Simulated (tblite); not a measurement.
A geometry optimisation, step by step.

C₄H₁₁BN₂O.
SMILES with atom numbers: `[CH3:1][C:2]([CH3:3])=[CH:4][O:5][B:6]([NH2:7])[NH2:8]` (hydrogens: H9, H10, H11 on C1; H12, H13, H14 on C3; H15 on C4; H16, H17 on N7; H18, H19 on N8)

Computed with GFN2-xTB (tblite), gas phase: L-BFGS steps from a force-field or distance-geometry start until the largest atomic force falls under 0.01 eV/Å. 10 of its 211 geometries are shown.

Step 0: E = -689.1845 eV, largest atomic force 2.776 eV/Å
```
atom  x, y, z in Å  |  force x, y, z in eV/Å
C1     -1.709   -1.597   -0.020   -0.716  -0.235   0.051
C2     -1.532   -0.106   -0.190    1.058  -0.415   0.303
C3     -2.696    0.776   -0.457   -1.086   0.500  -0.204
C4     -0.307    0.438   -0.086    0.273  -0.976   0.276
O5      0.807   -0.372    0.189    1.848   2.071  -0.010
B6      2.183    0.175    0.317   -1.291   0.331  -0.294
N7      2.451    1.677    0.201    0.183  -1.637   2.144
N8      3.355   -0.774    0.565   -1.915  -0.504  -0.525
H9     -1.373   -1.913    0.992   -0.099   0.147  -0.735
H10    -2.787   -1.885   -0.128    0.931   0.247   0.085
H11    -1.130   -2.138   -0.790   -0.205   0.207   0.503
H12    -3.654    0.198   -0.518    0.877   0.479   0.049
H13    -2.813    1.534    0.361    0.070  -0.524  -0.769
H14    -2.553    1.305   -1.430   -0.217  -0.249   0.782
H15    -0.192    1.511   -0.196    0.421  -0.209   0.028
H16     1.984    2.129    1.035    0.560  -0.355  -1.538
H17     3.478    1.832    0.321   -1.231  -0.080  -0.245
H18     3.345   -1.473   -0.225    0.161   0.755   1.223
H19     3.131   -1.306    1.439    0.377   0.446  -1.124
```

Step 23: E = -690.2569 eV, largest atomic force 0.271 eV/Å
```
atom  x, y, z in Å  |  force x, y, z in eV/Å
C1     -1.672   -1.573   -0.007   -0.001  -0.126   0.001
C2     -1.470   -0.093   -0.163    0.035  -0.009  -0.008
C3     -2.659    0.778   -0.447   -0.069   0.039  -0.021
C4     -0.258    0.449   -0.071   -0.001  -0.114  -0.011
O5      0.849   -0.304    0.134    0.134  -0.077  -0.050
B6      2.114    0.157    0.391    0.061   0.070   0.009
N7      2.440    1.513    0.559    0.026   0.103   0.063
N8      3.183   -0.834    0.422    0.004  -0.053  -0.182
H9     -1.329   -1.915    0.968    0.041   0.076   0.061
H10    -2.714   -1.857   -0.116   -0.064   0.085  -0.008
H11    -1.096   -2.125   -0.748    0.076   0.050  -0.072
H12    -3.560    0.175   -0.507   -0.055   0.044   0.014
H13    -2.793    1.533    0.327   -0.021  -0.035   0.040
H14    -2.535    1.305   -1.391   -0.012  -0.013  -0.031
H15    -0.101    1.515   -0.169   -0.088   0.126  -0.055
H16     1.791    2.265    0.420   -0.053   0.022   0.091
H17     3.377    1.838    0.718   -0.066  -0.148  -0.030
H18     3.017   -1.571   -0.252   -0.035  -0.116   0.242
H19     3.407   -1.248    1.313    0.087   0.077  -0.052
```

Step 47: E = -690.5807 eV, largest atomic force 0.096 eV/Å
```
atom  x, y, z in Å  |  force x, y, z in eV/Å
C1     -1.651   -1.550   -0.038   -0.012  -0.025   0.010
C2     -1.483   -0.068   -0.232    0.007  -0.043  -0.008
C3     -2.701    0.793   -0.433    0.040  -0.029   0.004
C4     -0.259    0.457   -0.210    0.003   0.032  -0.042
O5      0.837   -0.322   -0.036   -0.009   0.064   0.038
B6      2.084    0.113    0.351    0.001  -0.007   0.022
N7      2.417    1.450    0.666   -0.010   0.048  -0.017
N8      3.054   -0.910    0.439    0.013  -0.092   0.025
H9     -1.288   -1.843    0.947   -0.015   0.007   0.021
H10    -2.689   -1.854   -0.134   -0.038   0.018  -0.002
H11    -1.056   -2.095   -0.769    0.001   0.024  -0.017
H12    -3.597    0.180   -0.462   -0.002   0.026  -0.006
H13    -2.805    1.515    0.377   -0.006  -0.016   0.002
H14    -2.637    1.353   -1.366    0.009  -0.011  -0.002
H15    -0.099    1.521   -0.353    0.005   0.004   0.020
H16     1.785    2.225    0.586    0.031  -0.049   0.002
H17     3.356    1.722    0.886   -0.039   0.019   0.008
H18     2.769   -1.861    0.293    0.079   0.002   0.010
H19     3.954   -0.815    0.871   -0.060   0.027  -0.069
```

Step 70: E = -690.5910 eV, largest atomic force 0.033 eV/Å
```
atom  x, y, z in Å  |  force x, y, z in eV/Å
C1     -1.685   -1.552   -0.033   -0.009  -0.004   0.011
C2     -1.485   -0.074   -0.224   -0.011  -0.012  -0.009
C3     -2.688    0.801   -0.450    0.001  -0.001   0.008
C4     -0.256    0.439   -0.183   -0.014  -0.003  -0.008
O5      0.832   -0.346    0.006   -0.008   0.013   0.029
B6      2.084    0.095    0.368    0.010   0.007   0.006
N7      2.416    1.447    0.617    0.016   0.004   0.010
N8      3.062   -0.914    0.502   -0.006   0.015  -0.025
H9     -1.349   -1.851    0.959    0.013  -0.008   0.002
H10    -2.729   -1.830   -0.144   -0.006   0.000  -0.020
H11    -1.089   -2.106   -0.758   -0.011  -0.001   0.015
H12    -3.591    0.200   -0.509    0.004  -0.002  -0.023
H13    -2.813    1.512    0.366    0.020   0.013   0.002
H14    -2.593    1.369   -1.375    0.010   0.001   0.013
H15    -0.086    1.503   -0.316   -0.010  -0.004  -0.007
H16     1.756    2.202    0.599   -0.016  -0.012   0.001
H17     3.328    1.730    0.922    0.001  -0.007  -0.011
H18     2.858   -1.874    0.299   -0.011   0.000  -0.001
H19     4.019   -0.739    0.735    0.029   0.001   0.009
```

Step 93: E = -690.5957 eV, largest atomic force 0.018 eV/Å
```
atom  x, y, z in Å  |  force x, y, z in eV/Å
C1     -1.727   -1.567   -0.016   -0.001   0.007  -0.003
C2     -1.488   -0.096   -0.207    0.006   0.008  -0.005
C3     -2.662    0.807   -0.472   -0.003   0.002   0.000
C4     -0.256    0.408   -0.135    0.009   0.001  -0.001
O5      0.830   -0.369    0.090    0.005   0.000   0.007
B6      2.093    0.097    0.386    0.006  -0.002  -0.010
N7      2.403    1.456    0.628   -0.001  -0.010  -0.006
N8      3.101   -0.888    0.444   -0.004   0.000   0.002
H9     -1.424   -1.873    0.985   -0.002  -0.002  -0.003
H10    -2.775   -1.815   -0.157   -0.002  -0.013   0.010
H11    -1.131   -2.139   -0.725    0.010   0.000   0.010
H12    -3.571    0.227   -0.605    0.001  -0.006  -0.007
H13    -2.818    1.494    0.359   -0.011   0.001  -0.003
H14    -2.502    1.402   -1.370    0.005   0.012   0.012
H15    -0.084    1.471   -0.278   -0.005  -0.002  -0.005
H16     1.721    2.189    0.651   -0.010   0.009   0.002
H17     3.329    1.769    0.850    0.007  -0.009   0.004
H18     2.895   -1.855    0.279   -0.007  -0.009  -0.008
H19     4.058   -0.707    0.673   -0.002   0.013   0.006
```

Step 117: E = -690.6379 eV, largest atomic force 0.173 eV/Å
```
atom  x, y, z in Å  |  force x, y, z in eV/Å
C1     -1.705   -1.516    0.133   -0.056   0.027   0.031
C2     -1.491   -0.066   -0.208    0.070  -0.009   0.034
C3     -2.675    0.801   -0.511   -0.043  -0.033   0.036
C4     -0.252    0.422   -0.220   -0.031  -0.011   0.078
O5      0.815   -0.373    0.036    0.062   0.036  -0.059
B6      2.079    0.081    0.329    0.060  -0.096   0.073
N7      2.389    1.418    0.658    0.060  -0.008  -0.045
N8      3.092   -0.899    0.324    0.140  -0.094   0.039
H9     -1.523   -1.695    1.195   -0.004   0.060  -0.028
H10    -2.722   -1.827   -0.091    0.037  -0.020  -0.076
H11    -0.990   -2.127   -0.418   -0.130   0.010   0.017
H12    -3.356    0.295   -1.200    0.097   0.075   0.028
H13    -3.237    1.022    0.401    0.064  -0.033  -0.083
H14    -2.345    1.741   -0.954   -0.111  -0.074   0.042
H15    -0.045    1.465   -0.440   -0.044  -0.009  -0.061
H16     1.711    2.152    0.671   -0.058   0.133   0.034
H17     3.316    1.716    0.894   -0.024   0.027  -0.018
H18     2.885   -1.871    0.195   -0.037  -0.009  -0.051
H19     4.045   -0.727    0.586   -0.053   0.028   0.009
```

Step 140: E = -690.6660 eV, largest atomic force 0.026 eV/Å
```
atom  x, y, z in Å  |  force x, y, z in eV/Å
C1     -1.768   -1.501    0.200   -0.004  -0.002   0.003
C2     -1.477   -0.076   -0.179    0.009  -0.006  -0.012
C3     -2.654    0.789   -0.511    0.007   0.002  -0.017
C4     -0.232    0.393   -0.227    0.005  -0.007   0.005
O5      0.848   -0.388    0.020    0.008  -0.009  -0.007
B6      2.111    0.081    0.312    0.001  -0.008   0.013
N7      2.404    1.433    0.607   -0.015   0.003   0.005
N8      3.133   -0.891    0.312    0.002   0.008   0.011
H9     -1.723   -1.627    1.282   -0.012   0.017   0.007
H10    -2.760   -1.792   -0.138    0.003  -0.010  -0.016
H11    -1.029   -2.167   -0.238    0.016   0.020   0.005
H12    -3.147    0.419   -1.411   -0.022  -0.007   0.009
H13    -3.384    0.771    0.298    0.023   0.004  -0.002
H14    -2.349    1.817   -0.689   -0.003   0.006   0.021
H15    -0.034    1.425   -0.505   -0.012   0.005   0.004
H16     1.703    2.142    0.713    0.000  -0.012  -0.004
H17     3.320    1.739    0.874   -0.002   0.000  -0.014
H18     2.942   -1.852    0.103   -0.002  -0.006  -0.006
H19     4.087   -0.707    0.558   -0.004   0.002  -0.002
```

Step 163: E = -690.6828 eV, largest atomic force 0.075 eV/Å
```
atom  x, y, z in Å  |  force x, y, z in eV/Å
C1     -1.787   -1.501    0.210   -0.015  -0.016   0.020
C2     -1.470   -0.087   -0.177    0.020   0.027  -0.022
C3     -2.637    0.815   -0.455   -0.021  -0.030   0.034
C4     -0.218    0.355   -0.263    0.015   0.014  -0.015
O5      0.867   -0.431   -0.045   -0.015   0.029  -0.012
B6      2.118    0.056    0.277   -0.051   0.012   0.027
N7      2.368    1.410    0.600   -0.022  -0.020  -0.039
N8      3.163   -0.891    0.299    0.026   0.048  -0.001
H9     -2.112   -1.542    1.252   -0.032  -0.016  -0.054
H10    -2.589   -1.898   -0.415    0.060   0.007   0.045
H11    -0.900   -2.120    0.104   -0.048   0.020  -0.002
H12    -3.135    0.531   -1.383    0.043  -0.010  -0.006
H13    -3.375    0.733    0.343    0.018  -0.004   0.030
H14    -2.325    1.854   -0.532    0.011  -0.025  -0.034
H15    -0.019    1.383   -0.553   -0.002   0.017   0.012
H16     1.651    2.109    0.640    0.005   0.011   0.017
H17     3.279    1.760    0.825    0.018  -0.007   0.012
H18     3.013   -1.854    0.073   -0.007  -0.024   0.004
H19     4.098   -0.673    0.584   -0.002  -0.032  -0.017
```

Step 187: E = -690.6947 eV, largest atomic force 0.029 eV/Å
```
atom  x, y, z in Å  |  force x, y, z in eV/Å
C1     -1.791   -1.512    0.172   -0.001   0.017  -0.015
C2     -1.467   -0.089   -0.172   -0.005   0.024   0.015
C3     -2.638    0.813   -0.415   -0.010   0.002  -0.008
C4     -0.218    0.364   -0.251    0.008   0.002   0.007
O5      0.871   -0.418   -0.051    0.012   0.001   0.006
B6      2.121    0.067    0.270    0.011  -0.006   0.012
N7      2.385    1.424    0.570    0.005  -0.001   0.000
N8      3.159   -0.887    0.302   -0.009  -0.011  -0.010
H9     -2.378   -1.557    1.089   -0.012  -0.007   0.011
H10    -2.380   -1.965   -0.625    0.005  -0.022   0.009
H11    -0.877   -2.083    0.308    0.010   0.009  -0.003
H12    -3.263    0.415   -1.215   -0.010   0.006  -0.020
H13    -3.256    0.881    0.480   -0.010  -0.014   0.016
H14    -2.317    1.815   -0.688    0.009  -0.008  -0.013
H15    -0.028    1.402   -0.510   -0.004  -0.001   0.000
H16     1.672    2.124    0.651    0.010   0.002   0.003
H17     3.296    1.751    0.829   -0.003   0.006   0.001
H18     2.994   -1.851    0.082   -0.009  -0.016  -0.010
H19     4.106   -0.683    0.554    0.002   0.014   0.000
```

Step 210: E = -690.6969 eV, largest atomic force 0.009 eV/Å
```
atom  x, y, z in Å  |  force x, y, z in eV/Å
C1     -1.782   -1.504    0.194    0.001   0.003   0.003
C2     -1.474   -0.079   -0.158    0.003  -0.002   0.001
C3     -2.652    0.803   -0.439    0.002  -0.004   0.003
C4     -0.227    0.383   -0.222    0.002  -0.003  -0.007
O5      0.860   -0.399   -0.011    0.002   0.002   0.001
B6      2.122    0.072    0.279    0.001  -0.005   0.006
N7      2.408    1.424    0.581   -0.002  -0.009  -0.001
N8      3.147   -0.896    0.270    0.007   0.001   0.000
H9     -2.406   -1.549    1.087    0.002   0.002  -0.005
H10    -2.327   -1.987   -0.618    0.001  -0.001   0.000
H11    -0.861   -2.048    0.375   -0.003   0.000   0.001
H12    -3.238    0.399   -1.265   -0.003   0.004  -0.003
H13    -3.304    0.852    0.433   -0.005   0.002   0.000
H14    -2.337    1.811   -0.696    0.000   0.002   0.000
H15    -0.035    1.420   -0.483   -0.005   0.001   0.002
H16     1.702    2.126    0.695    0.003   0.005   0.001
H17     3.327    1.742    0.824   -0.007  -0.003  -0.003
H18     2.963   -1.853    0.037    0.002   0.008   0.003
H19     4.104   -0.705    0.497    0.000  -0.003  -0.003
```

**Question.** Summarise the path.

**Answer.** The energy falls by 145.93 kJ/mol from step 0 to step 210; nine tenths of that is first reached at step 38. It rises by more than 0.2 meV at steps 111, 119 and 166. The largest force goes from 2.776 to 0.009 eV/Å. Among the bonds B6–N8 changes most, from 1.528 to 1.410 Å; the atoms move by 0.692 Å rms after alignment.

**Question.** Follow the three bonds and two angles with the largest change from start to end.

**Answer.** 
```json
{"step": "0", "E above end (kJ/mol)": "145.93", "largest force (eV/Å)": "2.776", "B6–N8 (Å)": "1.528", "B6–N7 (Å)": "1.530", "O5–B6 (Å)": "1.487", "B6–N8–H19 (°)": "106.7", "B6–N7–H16 (°)": "106.4"}
{"step": "9", "E above end (kJ/mol)": "60.46", "largest force (eV/Å)": "0.348", "B6–N8 (Å)": "1.474", "B6–N7 (Å)": "1.412", "O5–B6 (Å)": "1.361", "B6–N8–H19 (°)": "109.6", "B6–N7–H16 (°)": "125.2"}
{"step": "18", "E above end (kJ/mol)": "46.23", "largest force (eV/Å)": "0.292", "B6–N8 (Å)": "1.473", "B6–N7 (Å)": "1.403", "O5–B6 (Å)": "1.371", "B6–N8–H19 (°)": "112.4", "B6–N7–H16 (°)": "125.9"}
{"step": "27", "E above end (kJ/mol)": "35.85", "largest force (eV/Å)": "0.831", "B6–N8 (Å)": "1.451", "B6–N7 (Å)": "1.409", "O5–B6 (Å)": "1.375", "B6–N8–H19 (°)": "121.1", "B6–N7–H16 (°)": "122.4"}
{"step": "37", "E above end (kJ/mol)": "14.89", "largest force (eV/Å)": "0.247", "B6–N8 (Å)": "1.414", "B6–N7 (Å)": "1.415", "O5–B6 (Å)": "1.374", "B6–N8–H19 (°)": "122.1", "B6–N7–H16 (°)": "121.4"}
{"step": "46", "E above end (kJ/mol)": "11.37", "largest force (eV/Å)": "0.106", "B6–N8 (Å)": "1.414", "B6–N7 (Å)": "1.413", "O5–B6 (Å)": "1.375", "B6–N8–H19 (°)": "125.0", "B6–N7–H16 (°)": "124.4"}
{"step": "55", "E above end (kJ/mol)": "10.75", "largest force (eV/Å)": "0.042", "B6–N8 (Å)": "1.412", "B6–N7 (Å)": "1.414", "O5–B6 (Å)": "1.376", "B6–N8–H19 (°)": "124.0", "B6–N7–H16 (°)": "123.7"}
{"step": "64", "E above end (kJ/mol)": "10.35", "largest force (eV/Å)": "0.092", "B6–N8 (Å)": "1.412", "B6–N7 (Å)": "1.414", "O5–B6 (Å)": "1.376", "B6–N8–H19 (°)": "124.4", "B6–N7–H16 (°)": "123.9"}
{"step": "73", "E above end (kJ/mol)": "10.12", "largest force (eV/Å)": "0.088", "B6–N8 (Å)": "1.411", "B6–N7 (Å)": "1.414", "O5–B6 (Å)": "1.377", "B6–N8–H19 (°)": "124.2", "B6–N7–H16 (°)": "124.3"}
{"step": "82", "E above end (kJ/mol)": "9.90", "largest force (eV/Å)": "0.045", "B6–N8 (Å)": "1.411", "B6–N7 (Å)": "1.415", "O5–B6 (Å)": "1.377", "B6–N8–H19 (°)": "124.3", "B6–N7–H16 (°)": "124.1"}
{"step": "91", "E above end (kJ/mol)": "9.78", "largest force (eV/Å)": "0.030", "B6–N8 (Å)": "1.411", "B6–N7 (Å)": "1.414", "O5–B6 (Å)": "1.378", "B6–N8–H19 (°)": "124.4", "B6–N7–H16 (°)": "123.9"}
{"step": "100", "E above end (kJ/mol)": "9.69", "largest force (eV/Å)": "0.026", "B6–N8 (Å)": "1.411", "B6–N7 (Å)": "1.414", "O5–B6 (Å)": "1.378", "B6–N8–H19 (°)": "124.1", "B6–N7–H16 (°)": "123.8"}
{"step": "110", "E above end (kJ/mol)": "7.89", "largest force (eV/Å)": "0.269", "B6–N8 (Å)": "1.414", "B6–N7 (Å)": "1.415", "O5–B6 (Å)": "1.377", "B6–N8–H19 (°)": "122.7", "B6–N7–H16 (°)": "124.3"}
{"step": "119", "E above end (kJ/mol)": "5.19", "largest force (eV/Å)": "0.392", "B6–N8 (Å)": "1.408", "B6–N7 (Å)": "1.409", "O5–B6 (Å)": "1.373", "B6–N8–H19 (°)": "124.7", "B6–N7–H16 (°)": "123.1"}
{"step": "128", "E above end (kJ/mol)": "3.37", "largest force (eV/Å)": "0.032", "B6–N8 (Å)": "1.410", "B6–N7 (Å)": "1.414", "O5–B6 (Å)": "1.376", "B6–N8–H19 (°)": "124.8", "B6–N7–H16 (°)": "123.2"}
{"step": "137", "E above end (kJ/mol)": "3.09", "largest force (eV/Å)": "0.064", "B6–N8 (Å)": "1.410", "B6–N7 (Å)": "1.414", "O5–B6 (Å)": "1.377", "B6–N8–H19 (°)": "124.8", "B6–N7–H16 (°)": "123.5"}
{"step": "146", "E above end (kJ/mol)": "2.87", "largest force (eV/Å)": "0.041", "B6–N8 (Å)": "1.410", "B6–N7 (Å)": "1.414", "O5–B6 (Å)": "1.377", "B6–N8–H19 (°)": "123.8", "B6–N7–H16 (°)": "123.6"}
{"step": "155", "E above end (kJ/mol)": "2.30", "largest force (eV/Å)": "0.047", "B6–N8 (Å)": "1.411", "B6–N7 (Å)": "1.414", "O5–B6 (Å)": "1.378", "B6–N8–H19 (°)": "123.4", "B6–N7–H16 (°)": "123.8"}
{"step": "164", "E above end (kJ/mol)": "1.24", "largest force (eV/Å)": "0.085", "B6–N8 (Å)": "1.410", "B6–N7 (Å)": "1.414", "O5–B6 (Å)": "1.380", "B6–N8–H19 (°)": "123.5", "B6–N7–H16 (°)": "123.3"}
{"step": "173", "E above end (kJ/mol)": "0.74", "largest force (eV/Å)": "0.050", "B6–N8 (Å)": "1.410", "B6–N7 (Å)": "1.413", "O5–B6 (Å)": "1.378", "B6–N8–H19 (°)": "124.0", "B6–N7–H16 (°)": "123.1"}
{"step": "183", "E above end (kJ/mol)": "0.33", "largest force (eV/Å)": "0.034", "B6–N8 (Å)": "1.410", "B6–N7 (Å)": "1.414", "O5–B6 (Å)": "1.379", "B6–N8–H19 (°)": "124.1", "B6–N7–H16 (°)": "123.4"}
{"step": "192", "E above end (kJ/mol)": "0.16", "largest force (eV/Å)": "0.024", "B6–N8 (Å)": "1.410", "B6–N7 (Å)": "1.414", "O5–B6 (Å)": "1.379", "B6–N8–H19 (°)": "123.9", "B6–N7–H16 (°)": "123.8"}
{"step": "201", "E above end (kJ/mol)": "0.07", "largest force (eV/Å)": "0.028", "B6–N8 (Å)": "1.411", "B6–N7 (Å)": "1.414", "O5–B6 (Å)": "1.379", "B6–N8–H19 (°)": "124.2", "B6–N7–H16 (°)": "123.8"}
{"step": "210", "E above end (kJ/mol)": "0.00", "largest force (eV/Å)": "0.009", "B6–N8 (Å)": "1.410", "B6–N7 (Å)": "1.414", "O5–B6 (Å)": "1.378", "B6–N8–H19 (°)": "124.2", "B6–N7–H16 (°)": "123.4"}
```

What follows is the cost of the whole relaxation. On one thread of an Arm Neoverse N1 (shared host), this took 2.4 s wall.
